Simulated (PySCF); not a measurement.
# Working out the ionisation energy of K

K [Ar] 4s1 (2S) → K⁺ [Ar] (1S). Computed with PySCF 2.14 in x2c-TZVPPall (6s4p3d, 33 functions), with the spin-free X2C one-electron Hamiltonian (Gaussian nucleus). Frozen: [Ne]. Energies in hartree (1 hartree = 27.21139 eV):

```json
{"part": "UHF", "K (lower)": "-601.449406", "K⁺ (upper)": "-601.301552"}
{"part": "CCSD correlation", "K (lower)": "-0.170820", "K⁺ (upper)": "-0.162375"}
{"part": "(T)", "K (lower)": "-0.002080", "K⁺ (upper)": "-0.001685"}
```

Task: What does Hartree-Fock give?

Result: (-601.301552) − (-601.449406) = 0.147854 hartree = 4.023 eV.

Task: What do CCSD and CCSD(T) give?

Result: The CCSD correlation energies differ by 0.008445 hartree = 0.230 eV and the triples by 0.000395 hartree = 0.011 eV, so CCSD gives 4.253 eV and CCSD(T) 4.264 eV.

Measured between the centres of the two terms (NIST): 4.341 eV, so CCSD(T) (valence and next inner shell) is off by -0.077 eV.

What remains against the reference includes basis incompleteness, the frozen core and higher excitations.
